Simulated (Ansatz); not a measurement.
The cluster Nb₄N₄. Total charge 0; quintet. Geometry r2SCAN-D4/def2-SVP; atoms count from 1.

Cartesian coordinates in Å:
```
Nb -2.109 0.179 -0.221
Nb -0.061 -1.423 -0.773
Nb 0.030 -0.483 1.614
Nb 2.100 0.059 -0.335
N -0.693 0.390 -1.592
N 1.741 0.413 1.422
N 0.625 0.353 -1.627
N -1.633 0.511 1.512
```

In the def2 sets Nb takes a core potential; there is no spin–orbit coupling. At PBE0-D4/def2-TZVP a triplet of charge 0 lies 0.66 eV below the quintet, each at its own geometry. The structure comes from a short search, and lower isomers may exist.

**Question.** Estimate the Mulliken populations from the PBE0/def2-TZVP orbitals of Ansatz.

**Answer.** 
```json
{"atom": "Nb1", "charge (e)": "0.78", "spin (α − β)": "1.00", "d electrons": "3.39"}
{"atom": "Nb2", "charge (e)": "0.13", "spin (α − β)": "0.65", "d electrons": "3.63"}
{"atom": "Nb3", "charge (e)": "0.71", "spin (α − β)": "1.48", "d electrons": "3.32"}
{"atom": "Nb4", "charge (e)": "0.78", "spin (α − β)": "1.00", "d electrons": "3.39"}
{"atom": "N5", "charge (e)": "-0.41", "spin (α − β)": "-0.03", "d electrons": "–"}
{"atom": "N6", "charge (e)": "-0.79", "spin (α − β)": "-0.04", "d electrons": "–"}
{"atom": "N7", "charge (e)": "-0.41", "spin (α − β)": "-0.03", "d electrons": "–"}
{"atom": "N8", "charge (e)": "-0.79", "spin (α − β)": "-0.04", "d electrons": "–"}
```
Mulliken values depend strongly on the basis.

**Question.** Where does the spin sit?

**Answer.** Summed by element: Nb 4.12, N -0.12, of 4 unpaired in all. Largest on single atoms: Nb3 1.48, Nb1 1.00, Nb4 1.00.

**Question.** And the Mayer bond orders between heavy atoms (over 0.3)?

**Answer.** Nb1–Nb2 1.24 (2.66 Å); Nb1–Nb3 0.43 (2.89 Å); Nb1–N5 0.97 (1.98 Å); Nb1–N8 1.74 (1.83 Å); Nb2–Nb3 1.70 (2.57 Å); Nb2–Nb4 1.24 (2.66 Å); Nb2–N5 0.72 (2.09 Å); Nb2–N7 0.73 (2.09 Å); Nb3–Nb4 0.43 (2.89 Å); Nb3–N6 1.17 (1.94 Å); Nb3–N8 1.17 (1.94 Å); Nb4–N6 1.74 (1.83 Å); Nb4–N7 0.96 (1.98 Å); N5–N7 1.13 (1.32 Å).
